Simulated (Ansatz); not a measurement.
Ga₉P₉, relaxed as a singlet with RKS PBE-D4/def2-SVP in Ansatz, starting from the GFN1-xTB geometry. Force threshold 0.03 eV/Å.

Single mean-field runs in def2-SVP are fitted with def2-universal-jkfit. The structure comes from a short search, and lower isomers may exist.

Start:

Cartesian coordinates in Å:
```
Ga -1.3315 -2.6980 1.0019
Ga 2.4234 0.3337 0.5397
Ga -0.4581 -2.2329 -1.5734
Ga 1.3950 3.2302 -0.6822
Ga 1.5399 0.8964 -1.9508
Ga -2.2210 -0.0120 -1.8753
Ga 0.0885 2.6927 2.1649
Ga 2.4215 -1.8085 -1.4566
Ga -3.1427 1.5868 0.0012
P -2.7356 -2.4548 -0.8682
P -1.3197 0.6526 1.8686
P 2.5008 2.4167 1.6338
P -1.1410 3.1534 -0.0121
P -0.4260 -1.1733 2.6362
P 1.5044 -1.6641 1.6868
P -0.4038 1.0898 -0.0825
P 0.9973 -3.2301 0.2255
P 0.3087 -0.7786 -3.2574
```

| step | energy (eV) | largest force component (eV/Å) | SCF passes |
| --- | --- | --- | --- |
| 1 | -554820.5885 | 0.932 | 25 |
| 2 | -554821.2020 | 0.618 | 30 |
| 3 | -554821.4268 | 0.291 | 30 |
| 4 | -554821.5206 | 0.182 | 30 |
| 5 | -554821.5534 | 0.159 | 26 |
| 6 (rejected) | -554821.5249 | 0.500 | 30 |
| 7 | -554821.5833 | 0.079 | 25 |
| 8 | -554821.5872 | 0.072 | 24 |
| 9 | -554821.5896 | 0.040 | 24 |
| 10 | -554821.5911 | 0.027 | 25 |

Force components are those of the run's own axes.

End:

Cartesian coordinates in Å:
```
Ga -1.2169 -2.3399 0.8211
Ga 2.1020 0.2869 0.5683
Ga -0.1764 -2.2533 -1.7258
Ga 1.3573 2.8972 -0.7112
Ga 1.3153 0.6478 -1.8598
Ga -2.1164 -0.1052 -1.8302
Ga 0.3064 2.4741 2.0995
Ga 2.6754 -1.8999 -1.5296
Ga -3.2724 1.8425 -0.1769
P -2.4525 -2.4975 -1.1194
P -1.3660 0.7023 2.1532
P 2.5673 2.4578 1.3730
P -0.9937 3.1697 0.1043
P -0.5660 -1.2667 2.8223
P 1.5308 -1.5299 1.9669
P -0.6519 0.9339 0.0483
P 1.0491 -3.0023 0.2922
P -0.0915 -0.5175 -3.2961
```

Bonds formed: Ga6–P18 (atoms count from 1).

No frequencies were taken in this run, so the end may be a saddle point.

Run time 50 s (2 threads of AMD EPYC 7R13 on a shared host and a share (18 GiB) of an NVIDIA H100 80GB HBM3), peak host memory 1 GiB.
